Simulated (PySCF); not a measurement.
# Adding and removing an electron: KNa

RHF-CCSD(T); K 6-31G(d,p), Na 6-31G(d,p); no relativity (PySCF 2.14). Neutral (RHF): singlet (closed shell), Re = 3.615 Å, ωe = 114 cm⁻¹, De = 0.61 eV.

KNa⁺ (UHF): doublet (σ ↑), Re = 4.197 Å, ωe = 88.9 cm⁻¹, De = 0.54 eV to K⁺ + Na. The energies at the minima are -761.12117 hartree for KNa and -760.96657 for KNa⁺.

Task: Work out the adiabatic ionisation energy, without and with harmonic zero-point energies (1 hartree = 27.2114 eV, 1 eV = 8065.5 cm⁻¹), and the change of the bond length.

Result: At CCSD(T): 0.15460 hartree = 4.207 eV between the minima; the zero-point term (88.9 − 114.0)/2 cm⁻¹ = -0.002 eV makes it 4.205 eV. Re changes by +58.2 pm against the neutral. The electron leaves a σ orbital, and the longer bond of the ion fits a bonding orbital, or a change in how ionic the bond is.

Correlated steps freeze 6 core orbitals. Correlated levels converge slowly with the basis: in double zeta they bind strong bonds too weakly, by up to about 1 eV, and carry superposition errors of some tenths. For an ion De counts to the pair picked by the measured ionisation energies or electron affinities, which need not be the lowest pair at this level. Where the molecule has an RHF reference, its open-shell atoms are computed with UHF. States were picked by a PBE0 search and need not be the measured ground states.

Neutral and ion stand on different kinds of reference determinant, which adds to the error of the difference.
